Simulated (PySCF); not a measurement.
**Unknowns**

One computed conformer, fast rotation and ring inversion assumed for equivalent nuclei, no solvent model, relativity neglected. GIAO PBE0/pcSseg-1 shieldings; GFN2-xTB structure; PySCF 2.14.0 with density-fitted response routines.

Scale: TMS for ¹H (σ = 31.72 ppm) and ¹³C (σ = 186.93 ppm) (reference shieldings calculated alike). Where no couplings were computed, multiplicities follow the n + 1 count of equivalent neighbours, and m marks all less simple cases (inequivalent or close neighbours, rings, F or P nearby). Shifts are as computed. Against solution values, carbons near 30 ppm lie about +3 ppm off and those near 130 ppm about +5 ppm. Of 1211 compounds with measured shifts, 218 miss one by over three times the rms of a fit or turn the order of signals round; such compounds aren't used in these exercises.

Q: C8H10O. ¹H NMR (400 MHz, computed): δ 6.91 (s, 1H), 4.06 (m, 2H), 2.16 (m, 2H), 2.15 (s, 3H), 1.69 (m, 2H). ¹³C{¹H} NMR (computed): δ 158.6 (CH), 101.1 (C), 92.8 (C), 84.8 (C), 67.9 (CH2), 29.4 (CH2), 25.5 (CH2), 5.8 (CH3). Identify the compound.

A: SMILES CC#CC1=COCCC1. The formula gives 4 degrees of unsaturation (1 ring in the answer). 8 carbon signals for 8 carbons: no two carbons are equivalent. Carbon types of the structure: 3 × C, 1 × CH, 3 × CH2, 1 × CH3, which accounts for all hydrogens. δC 158.6: alkene carbon bearing oxygen; an sp2 carbon further deshielded by the attached heteroatom. δC 101.1: β carbon of an enol-ether or enamine type C=C; the O or N lone pair pushes π density onto this β carbon and shields it. δC 92.8, 84.8: alkyne carbon; sp carbons lie upfield of alkene carbons because the cylindrical π system leaves one tensor component strongly shielded. δC 67.9: sp3 CH2 bonded to O; the inductive effect lowers its shielding.

The data come from this structure; uniqueness wasn't tested.

Q: C8H14OSi. ¹H NMR (600 MHz, computed): δ 4.28 (s, 3H), 2.26 (s, 3H), 1.44 (m, 1H), 1.39 (m, 1H), 1.31 (m, 1H), 0.81 (m, 1H), 0.57 (m, 1H), 0.16 (m, 1H), -0.05 (m, 1H), -0.29 (m, 1H). ¹³C{¹H} NMR (computed): δ 218.8 (C), 32.8 (CH2), 31.1 (CH), 30.0 (CH3), 22.8 (C), 17.5 (CH), 7.1 (CH2), 1.3 (CH2). Give a structure.

A: SMILES CC(=O)[C@@H]1C[C@@]1([SiH3])C1CC1. Rings plus π bonds: 3 (2 rings in the answer). 8 carbon signals for 8 carbons: no two carbons are equivalent. Carbon types of the structure: 2 × C, 2 × CH, 3 × CH2, 1 × CH3, leaving 3 H on heteroatoms. δC 218.8: ketone carbonyl carbon; low-lying n→π* states of the double bond to the heteroatom give a large paramagnetic term (-284 ppm). δC 32.8, 31.1, 22.8, 17.5, 7.1, 1.3: three-membered-ring carbon. δC 30.0: methyl carbon α to a carbonyl; the adjacent C=O deshields it moderately. δH 1.44, 1.39, 1.31, 0.81, 0.57, 0.16, -0.05, -0.29: hydrogen on a three-membered-ring carbon; cyclopropane-type protons are shielded by the ring.

The shifts were computed for this structure.
